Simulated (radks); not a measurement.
Excited configurations of neutral tin: one electron is placed in a higher orbital outside [Kr] 4d10 5s2 5p1. The ground configuration is [Kr] 4d10 5s2 5p2. Calculated with a radial shooting solver on a logarithmic mesh with Libxc functionals: Dirac Kohn-Sham, PBE, spin-unpolarised, spherical densities, point nucleus; open shells are shared between the two j in proportion to 2j + 1. Excitation = E - E(ground); binding = E(ion) - E, where the ion is the core of charge +1; n* = 1/sqrt(2 binding) in atomic units, and the quantum defect is n - n*. Eigenvalue and <r> are those of j = l + 1/2.

outer orbital	excitation (eV)	binding (eV)	n*	eigenvalue (eV)	<r> (bohr)
5d	5.080	1.808	2.743	-0.681	8.652
5f	6.251	0.637	4.622	-0.367	28.95
6p	4.795	2.092	2.550	-1.136	9.501
6f	6.426	0.462	5.428	-0.287	43.34
7p	5.719	1.168	3.413	-0.694	18.06

The Delta-SCF ionisation energy is 6.888 eV (NIST Atomic Spectra Database: 7.344 eV, measured). Self-interaction in the functional shifts the binding energies and quantum defects, so they are the method's values and not measured ones. Spin polarisation and multiplet splitting are left out, so open shells lie too high by an amount that depends on their filling. Sharing an open shell by 2j + 1 raises it above the true ground level by a part of the spin-orbit splitting, which enters the differences from NIST.

Beside tabulated values, note that spin-unpolarised runs miss the spin-polarisation part of the exchange energy of open shells.
